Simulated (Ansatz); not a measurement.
System (SMILES): N#C[O], doublet.
Atoms: O1, C2, N3. Bonds: O1-C2, C2-N3.

Basis-set convergence of the harmonic zero-point energy at MP2 with Ansatz (a first-principles code). Each level at its own minimum, finite differences of forces, unscaled; the reference is a large set that could be run, not a limit. All functions are spherical. Cores are frozen. Open shells are unrestricted. No added dispersion term, no relativity. Reference: the value in cc-pVQZ, 7.12 kcal/mol, itself unsure by roughly 0.01 kcal/mol (its mean distance from aug-cc-pVTZ, def2-TZVPPD). Deviations are taken from unrounded values.

```csv
basis,functions,harmonic zero-point energy (kcal/mol)
cc-pVDZ,42,7.11
aug-cc-pVDZ,69,7.08
6-311G**,54,7.13
6-311+G**,66,7.11
cc-pVTZ,90,7.10
aug-cc-pVTZ,138,7.10
def2-TZVPP,93,7.11
def2-TZVPPD,114,7.12
```

What the diffuse functions change, pair by pair:
- cc-pVDZ to aug-cc-pVDZ: 27 more functions, deviation -0.01 to -0.04 kcal/mol
- 6-311G** to 6-311+G**: 12 more functions, deviation 0.02 to -0.01 kcal/mol
- cc-pVTZ to aug-cc-pVTZ: 48 more functions, deviation -0.02 to -0.02 kcal/mol
- def2-TZVPP to def2-TZVPPD: 21 more functions, deviation 0.00 to 0.00 kcal/mol

They bring the value nearer the reference by more than 0.01 kcal/mol in 0 of 4 pairs.
